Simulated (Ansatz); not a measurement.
Computed with Ansatz on PBE0-D4/def2-TZVP structures; ΔE is electronic, products minus reactants. CCSD(T)/CBS adds triple-zeta CCSD(T) − MP2 to the extrapolated MP2 energy (def2 sets, frozen cores). This one scheme is used for every species. DFT in def2-TZVPP. B3LYP here is the variant with VWN-RPA as its local correlation; programs differ in this. Elements past krypton have def2 core potentials. For Te outer-core shells are correlated without core-valence functions, which leaves a few kJ/mol of doubt a bond. Each species was taken in one conformer, which may not be the lowest.

Consider the substitution at a C–Si bond: `N[SiH2]C(F)[TeH]` + CH₃OH → `COC(F)[TeH]` + `N[SiH3]`.

**Question.** Is it downhill or uphill in electronic energy at CCSD(T)/CBS, and by how much? (An estimate is asked.)

**Answer.** The calculation gave: Uphill: ΔE = +46.9 kJ/mol.

**Question.** What do these levels give: ωB97M-V, r2SCAN, B3LYP, SCS-MP2/def2-TZVPP, HF/def2-QZVPP, SCS-MP2/def2-QZVPP? (An estimate is asked.)

**Answer.** The calculation gave: ωB97M-V 39.5, r2SCAN 37.2, B3LYP 32.9, SCS-MP2/def2-TZVPP 38.7, HF/def2-QZVPP 24.9, SCS-MP2/def2-QZVPP 43.5 kJ/mol.

Largest T1 diagnostic among the species: 0.012.

In def2-TZVPP, CCSD(T) changes the Hartree–Fock value by +14.3 kJ/mol (the triples alone add +0.8 kJ/mol) and MP2 by +19.8 kJ/mol. The D4 term adds +7.1 kJ/mol with B3LYP and +3.9 kJ/mol with PBE0; it sums over pairs of atoms, weighted by their polarisabilities, and B3LYP, whose exchange is more repulsive, gets the larger term.
